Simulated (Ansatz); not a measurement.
Reaction (formal exchange of groups at the Si–O bond): `CB(N)[SiH2]O` + `C#N` → `CB(N)[SiH2]C#N` + H₂O

Program: Ansatz. Geometries: PBE0-D4/def2-TZVP. ΔE: electronic, gas phase. CCSD(T)/CBS is the MP2 limit (def2-TZVPP, def2-QZVPP) plus CCSD(T) − MP2 in def2-TZVPP, frozen cores. This one scheme is used for every species. DFT in def2-TZVPP. B3LYP here is the variant with VWN-RPA as its local correlation; programs differ in this. One conformer a species, not always the lowest.

| level | ΔE (kcal/mol) | difference from CCSD(T)/CBS |
| --- | --- | --- |
| PBE-D4 | 4.4 | -1.5 |
| PBE0-D4 | 4.8 | -1.1 |
| B3LYP-D4 | 6.4 | 0.5 |
| ωB97X-V | 6.6 | 0.7 |
| ωB97M-V | 6.5 | 0.6 |
| B2PLYP | 6.9 | 1.0 |
| PBE | 4.8 | -1.1 |
| PBE0 | 5.1 | -0.8 |
| B3LYP | 7.0 | 1.1 |
| HF/def2-TZVPP | 8.7 | 2.8 |
| SCS-MP2/def2-TZVPP | 6.7 | 0.8 |
| CCSD(T)/def2-TZVPP | 6.2 | 0.3 |
| MP2/def2-QZVPP | 5.8 | -0.1 |
| SCS-MP2/def2-QZVPP | 6.6 | 0.7 |
| MP2/CBS(def2) | 5.7 | -0.2 |
| CCSD/CBS(def2) | 6.4 | 0.5 |
| CCSD(T)/CBS | 5.9 | 0 |

Largest T1 diagnostic among the species: 0.014.

In def2-TZVPP, CCSD(T) changes the Hartree–Fock value by −2.5 kcal/mol (the triples alone add −0.5 kcal/mol) and MP2 by −2.7 kcal/mol.
